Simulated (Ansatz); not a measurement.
Species: sum formula HBO2F, net charge 0, doublet state. It need not be the lowest isomer of its formula. 
Coordinates optimised at B3LYP-D3(BJ)/def2-TZVP (Ansatz, a program for electronic structure):
```
B
F 1 1.3268
O 1 1.3563 2 119.97
H 3 0.9629 1 115.93 2 180.00
O 1 1.3643 2 119.01 3 -180.00
```
Charge 0, spin multiplicity 2.

Basis-set convergence of Hartree-Fock and CCSD correlation energies (hartree) with Ansatz. Cores are frozen in the correlated levels unless marked. UHF or UKS for open shells. Spin-orbit coupling is left out. Non-relativistic.

| basis | functions | E(HF) | E(corr, CCSD) |
|---|---|---|---|
| cc-pVDZ | 61 | -274.57036 | -0.60739 |
| cc-pVTZ | 134 | -274.66674 | -0.77892 |
| cc-pVQZ | 250 | -274.68848 | -0.83886 |
| cc-pV5Z | 419 | -274.69388 | -0.86017 |

Extrapolating the two largest sets (X = 4 and 5) as X^-3: E(corr) = (125·(-0.86017) - 64·(-0.83886))/61 = -0.8825 Eh, an estimate of the basis-set limit. The largest set recovers 97.5 % of it, the smallest 68.8 %.
